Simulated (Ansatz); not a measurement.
This geometry of C$_{3}$H$_{9}$NSi (14 atoms, charge 0, multiplicity 1) is a first-order saddle point.

Computed with Ansatz, RKS PBE-D4/6-31G.

```xyz
14
Properties=species:S:1:pos:R:3
N -1.184 -1.203 1.685
C 0.063 -1.492 1.009
C 0.520 -0.448 0.017
C -0.138 0.671 -0.366
Si 0.563 1.906 -1.622
H -1.727 -1.985 2.033
H -1.724 -0.400 1.386
H 0.027 -2.461 0.453
H 0.896 -1.620 1.740
H 1.511 -0.660 -0.409
H -1.128 0.904 0.050
H -0.339 2.050 -2.835
H 1.921 1.419 -2.087
H 0.725 3.291 -1.024
```

**Question.** Which two structures does it join? (They come from a converged band through this point; their orientation in space is the band's.)

**Answer.** No bond is made or broken. The dihedral H6–N1–C2–C3 goes from 67 to -156°.

Initial state:

```xyz
14
Properties=species:S:1:pos:R:3
N -1.081 -1.182 1.815
C 0.209 -1.396 1.172
C 0.600 -0.457 0.038
C -0.164 0.559 -0.421
Si 0.339 1.716 -1.832
H -1.896 -1.364 1.229
H -1.167 -0.314 2.344
H 0.244 -2.438 0.794
H 0.999 -1.354 1.950
H 1.585 -0.657 -0.411
H -1.141 0.718 0.063
H -0.641 1.653 -2.989
H 1.710 1.323 -2.344
H 0.393 3.164 -1.379
```

Final state:

```xyz
14
Properties=species:S:1:pos:R:3
N -1.284 -1.164 1.481
C 0.088 -1.419 1.057
C 0.580 -0.428 0.019
C -0.081 0.697 -0.333
Si 0.538 1.917 -1.641
H -1.542 -1.525 2.396
H -1.995 -1.329 0.769
H 0.265 -2.448 0.654
H 0.740 -1.344 1.951
H 1.536 -0.692 -0.455
H -1.022 0.907 0.194
H -0.441 2.056 -2.794
H 1.863 1.434 -2.202
H 0.742 3.308 -1.068
```

**Question.** How far does it lie above each of them?

**Answer.** 4.4 kcal/mol above the first and 3.4 kcal/mol above the second. This is the barrier of this one path; another mechanism may lie lower. Limits of this set-up: no polarisation functions.

Time of the run: 6.4 min on 1 thread of Arm Neoverse V1, on a shared host, peak memory 0.13 GiB.
